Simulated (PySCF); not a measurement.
PySCF input for Ga(H)(Br)(OMe) (CH₄BrGaO), SMILES [O](C)[GaH][Br], TPSSh-D3(BJ)/def2-SVP. 

```python
import numpy as np
from pyscf import gto, scf, dft
import os
os.environ['JAX_PLATFORMS'] = 'cpu'
from ase import Atoms, units
from ase.calculators.calculator import Calculator, all_changes
from sella import Sella

mol = gto.M(
    atom='''
    Ga   -0.71829366   -0.45863646   -0.03549663
    H    -2.01130861   -1.11859061    0.38265487
    Br    0.69110833    0.85632013    1.17286148
    O    -0.40519273   -0.86063202   -1.66909885
    C     0.31002629   -0.85917817   -2.89012102
    H     0.65903697   -1.87314458   -3.10028575
    H    -0.35899461   -0.53398170   -3.68979054
    H     1.17096211   -0.18763256   -2.84881769
    ''',
    basis='def2-SVP',
    charge=0,
    spin=0,
    max_memory=1600,
    verbose=3,
)
mf = dft.RKS(mol, xc='tpssh').density_fit(auxbasis='def2-universal-jkfit')
mf.disp = 'd3bj'
mf.grids.level = 4
mf.conv_tol = 1e-9
mf.max_cycle = 100
mf.kernel()
grad = mf.nuc_grad_method()
grad.grid_response = mol.nao <= 150
scan = grad.as_scanner()
scan.verbose = scan.base.verbose = 0
class SCF(Calculator):
    implemented_properties = ['energy', 'forces']
    def calculate(self, atoms=None, properties=None, system_changes=all_changes):
        super().calculate(atoms, properties, system_changes)
        e, g = scan(mol.set_geom_(self.atoms.positions, unit='Angstrom', inplace=False))
        assert scan.converged
        self.results = {'energy': float(e) * units.Hartree, 'forces': -np.asarray(g) * units.Hartree / units.Bohr}
atoms = Atoms(mol.elements, mol.atom_coords(unit='Angstrom'), calculator=SCF())
conv = Sella(atoms, order=0, internal=True, allow_fragments=True).run(fmax=0.002, steps=150)
mol_eq = mol.set_geom_(atoms.positions, unit='Angstrom', inplace=False)
print(mol_eq.tostring(format='xyz'))
mf.reset(mol_eq)
mf.verbose = 3
mf.kernel()
```

Output:

```
converged SCF energy = -4614.07212257686
     Step          Energy         fmax         cmax       rtrust          rho
Sella   0  -125555.297672       1.9866       0.0000       0.1000       1.0000
Sella   1  -125555.367188       1.9866       0.0000       0.1000       1.3957
Sella   2  -125555.445124       0.9756       0.0000       0.1000       0.6388
Sella   3  -125555.487182       0.8993       0.0000       0.1000       1.6714
Sella   4  -125555.540047       0.9320       0.0000       0.1000       1.0741
Sella   5  -125555.570706       0.3519       0.0000       0.1000       0.9489
Sella   6  -125555.578651       0.1867       0.0000       0.1000       0.6801
Sella   7  -125555.579627       0.1674       0.0000       0.1000       0.9494
Sella   8  -125555.579800       0.0666       0.0000       0.1000       1.5701
Sella   9  -125555.579912       0.0361       0.0000       0.1000       1.1229
Sella  10  -125555.579937       0.0149       0.0000       0.1000       1.7138
Sella  11  -125555.580000       0.0181       0.0000       0.1000       0.9117
Sella  12  -125555.580015       0.0184       0.0000       0.1000       0.9332
Sella  13  -125555.580022       0.0161       0.0000       0.1000       1.6824
Sella  14  -125555.580033       0.0114       0.0000       0.1000       1.0833
Sella  15  -125555.580033       0.0031       0.0000       0.1000       1.1880
8
XYZ from PySCF
Ga         -0.83794932       -0.58746805       -0.17344375
H          -2.02337896       -1.03412808        0.71019946
Br          0.84423048        0.80678027        0.54841874
O          -0.70825577       -1.14708616       -1.85226502
C           0.31151722       -0.82742044       -2.77923299
H           0.80614048       -1.75488181       -3.11523481
H          -0.13455729       -0.33570031       -3.66068963
H           1.07959724       -0.15557139       -2.35584613
converged SCF energy = -4614.082499171
```

The calculation finished and met its thresholds.
